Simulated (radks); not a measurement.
All-electron atom: Rb33+ in [He] 2s2. All-electron calculation, Dirac Kohn-Sham, HCTH/407, spin-unpolarised, spherical densities, finite nucleus; Fermi nuclear charge, rms radius 4.2036 fm. Program: a radial shooting solver on a logarithmic mesh with Libxc functionals.

Radial electron density D(r) = 4 pi r^2 rho(r):

r (bohr)  D(r) (e/bohr)
0.00165           1.340
0.001816          1.593
0.001999          1.890
0.0022            2.240
0.002422          2.651
0.002666          3.133
0.002911          3.644
0.003205          4.290
0.003528          5.038
0.003883          5.904
0.004274          6.899
0.004705          8.038
0.005179          9.335
0.005701          10.80
0.006275          12.45
0.006908          14.29
0.007604          16.32
0.00837           18.55
0.009213          20.95
0.01014           23.52
0.01116           26.21
0.01229           28.99
0.01342           31.55
0.01477           34.29
0.01626           36.89
0.0179            39.23
0.0197            41.19
0.02169           42.64
0.02387           43.46
0.02628           43.55
0.02892           42.81
0.03184           41.22
0.03505           38.77
0.03858           35.58
0.04246           31.78
0.04674           27.60
0.05145           23.34
0.05664           19.30
0.06185           16.04
0.06808           13.23
0.07494           11.36
0.08249           10.48
0.0908            10.49
0.09995           11.18
0.11              12.22
0.1211            13.23
0.1333            13.85
0.1467            13.84
0.1615            13.06
0.1778            11.59
0.1957            9.607
0.2154            7.405
0.2371            5.282
0.261             3.466
0.285             2.178
0.3138            1.197
0.3454           0.5921
0.3802           0.2611
0.4185           0.1014
0.4606          0.03430
0.5071         0.009964
0.5582         0.002451

D(r) has 2 maxima, at r = 0.0252, 0.140 bohr, and minima at 0.0865 bohr, inside which lie 2.08 electrons.
